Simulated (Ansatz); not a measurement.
`FCC(=S)[SiH2]S` + `[CH2]1[NH][AlH]1` → `FC[N]1[CH2][AlH]1` + `S=C[SiH2]S`  (substitution at a C–C bond)

Gas-phase electronic energies from Ansatz, PBE0-D4/def2-TZVP geometries. CCSD(T)/CBS is the MP2 limit (def2-TZVPP, def2-QZVPP) plus CCSD(T) − MP2 in def2-TZVPP, frozen cores. Functionals use def2-TZVPP. One conformer a species, not always the lowest.

| level | ΔE (kJ/mol) |
| --- | --- |
| r2SCAN | 5.4 |
| CCSD/def2-TZVPP | -6.1 |

**Question.** What does CCSD(T)/CBS give? (Best estimate.)

**Answer.** Computed: +1.8 kJ/mol. The listed levels differ from it by 3.6, -7.9 kJ/mol.

Largest T1 diagnostic among the species: 0.015.

The D4 term adds +6.0 kJ/mol with B3LYP and +3.1 kJ/mol with PBE0; it sums over pairs of atoms, weighted by their polarisabilities, and B3LYP, whose exchange is more repulsive, gets the larger term. In def2-TZVPP, CCSD(T) changes the Hartree–Fock value by +19.9 kJ/mol (the triples alone add +4.0 kJ/mol) and MP2 by +23.1 kJ/mol.

B3LYP here is the variant with VWN-RPA as its local correlation; programs differ in this.
